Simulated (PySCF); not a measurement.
**Polarisability and C₆ of B⁺ (boron, charge +1)**

[He] 2s2, closed-shell 1S. All numbers are calculated (PySCF 2.14, the spin-free X2C one-electron Hamiltonian (Gaussian nucleus), in aug-cc-pCVTZ-DK with one added diffuse shell each of s, p, d, f type (8s7p5d3f, 75 functions)). Coupled (time-dependent) response in atomic units; α is the mean over directions.

| method | mean α (bohr³) | C₆ (like pair) | S(−4) |
| --- | --- | --- | --- |
| UHF | 11.34 | 31.55 | 113.7 |
| PBE | 10.62 | 28.73 | 99.17 |
| PBE0 | 10.74 | 29.18 | 101.6 |
| BP86 | 10.69 | 29.02 | 100.4 |

S(−4) is the Cauchy moment in α(ω) = α(0) + S(−4) ω² + …

α(iu) at UHF:

```csv
u (hartree),α(iu) (bohr³)
0,11.34
0.0500,11.06
0.100,10.31
0.200,8.131
0.300,6.064
0.500,3.438
0.750,1.942
1.00,1.246
1.50,0.6472
2.00,0.4005
3.00,0.2012
5.00,0.08504
```

A single London oscillator, α(iu) = α/(1 + u²/ω²), gives C₆ = (3/4) ω α². Matching the computed C₆ needs ω = 4 × 31.55 / (3 × 11.34²) = 0.327 hartree.

For an ion, C₆ is the dispersion term alone; charge-induced terms of lower order in 1/R come first.
